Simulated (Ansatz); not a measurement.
Geometry optimisation, Ansatz, RKS CAM-B3LYP-D4/def2-SVP.

Input file:

```yaml
crystal:
  periodic: [false, false, false]
  atoms:
    - { symbol: Ga, position_ang: [-0.1453, 0.569, -0.4049] }
    - { symbol: Cl, position_ang: [1.4974, -1.4352, -0.0631] }
    - { symbol: Cl, position_ang: [-1.4616, 0.1746, -1.9486] }
    - { symbol: Cl, position_ang: [0.683, 2.3363, 0.2734] }
    - { symbol: H, position_ang: [0.1044, -1.093, 0.9548] }
    - { symbol: H, position_ang: [-0.6779, -0.5516, 1.1884] }
basis:
  gaussian: { orbitals: def2-SVP }
hamiltonian:
  xc: cam_b3lyp
  dispersion: d4
relax:
  f_tol: 0.15
  max_steps: 25
  restrain:
    - { distance: [0, 5], at: 2.83, k: 30.0 }
    - { distance: [4, 1], at: 2.63, k: 30.0 }
    - { distance: [0, 1], at: 2.24, k: 30.0 }
    - { distance: [4, 5], at: 0.62, k: 30.0 }
```

Run as:

```bash
$ ansatz run input.yaml --threads 2 --pin off --max-ram 3072MiB --backend cpu --events-out ev --progress --plain --runs-dir out
```

Question: Where does it end, and by what steps?

Answer: The forces met the threshold. The restraints hold the end off the free minimum. After 7 steps the energy has fallen by 1.534 eV (the restraints' own energy left out); H5 moved furthest, 0.53 Å. Joined: H5–H6.

```tsv
step	energy less start (eV)	largest force component (eV/Å)	accepted
0	0.0000	2.588	yes
1	-0.4881	2.782	yes
2	-0.9262	3.925	yes
3	-1.3457	4.403	yes
4	-1.4630	3.041	yes
5	-1.5387	2.041	yes
6	-1.5742	1.018	no
7	-1.5336	2.073	yes
```

```xyz
6
Properties=species:S:1:pos:R:3
Ga 0.234 0.478 -0.690
Cl 1.665 -1.179 -0.458
Cl -1.432 0.229 -1.971
Cl 0.677 2.341 0.209
H -0.285 -1.086 1.315
H -0.858 -0.783 1.595
```

Whether the end is a true minimum wasn't checked by a vibrational analysis.

Time of the run: 27 s on 2 threads of Arm Neoverse V1, with other jobs on the host, peak memory 0.27 GiB.
